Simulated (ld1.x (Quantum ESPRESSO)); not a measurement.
## Transferability test, TM semilocal potential for Sn

* Element: tin (Sn)
* Generator: ld1.x (Quantum ESPRESSO) 7.5
* Type: norm-conserving Troullier–Martins (semilocal form)
* Functional: PBE
* Relativity: scalar-relativistic
* Frozen core: [Kr]
* Valence charge: 14
* Reference configuration: 4d10 5s2 5p2
* Partial waves: 5s (bound): rc 1.50 bohr; 4d (bound): rc 1.35 bohr; 5p (bound): rc 2.25 bohr
* Local potential: the p channel
* Core correction: none

Energies are relative to the spin-unpolarised reference configuration 4d10 5s2 5p2; without spin polarisation the order of configurations can differ from experiment.

| valence configuration | charge | ΔE all-electron (eV) | error AE − PS (meV) |
| --- | --- | --- | --- |
| 4d10 5s2 5p1 | +1 | 6.875 | -0.4 |
| 4d10 5s2 5p0 | +2 | 20.827 | +2.7 |
| 4d10 5s1 5p0 | +3 | 51.798 | +58 |
| 4d9 5s2 5p3 | 0 | 24.466 | -85 |
| 4d10 5s0 5p4 | 0 | 14.186 | -8.5 |
| 4d10 5s1 5p2 | +1 | 14.524 | +5.6 |
| 4d10 5s2 5p1.5 | +0.5 | 2.616 | -0.4 |

Levels in the configuration 4d10 5s1 5p0:

```csv
level,all-electron (eV),pseudo (eV)
4d,-55.063,-54.802
5s,-35.961,-35.873
```
